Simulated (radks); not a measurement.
All-electron atom: Sb I in [Kr] 4d10 5s2 5p3. Method: non-relativistic Kohn-Sham, BLYP, spin-unpolarised, spherical densities, point nucleus; relativity is left out, which matters for an element this heavy; computed with a radial shooting solver on a logarithmic mesh with Libxc functionals.

X-ray form factor f0, the Fourier transform of the density (f0(0) = 51):

| sin(theta)/lambda (1/angstrom) | f0 (electrons) |
|---|---|
| 0.05 | 49.890 |
| 0.1 | 47.187 |
| 0.15 | 43.976 |
| 0.2 | 40.866 |
| 0.25 | 38.000 |
| 0.3 | 35.354 |
| 0.4 | 30.608 |
| 0.5 | 26.623 |
| 0.6 | 23.466 |
| 0.8 | 19.227 |
| 1 | 16.490 |
| 1.25 | 13.660 |
| 1.5 | 11.099 |
| 2 | 7.425 |
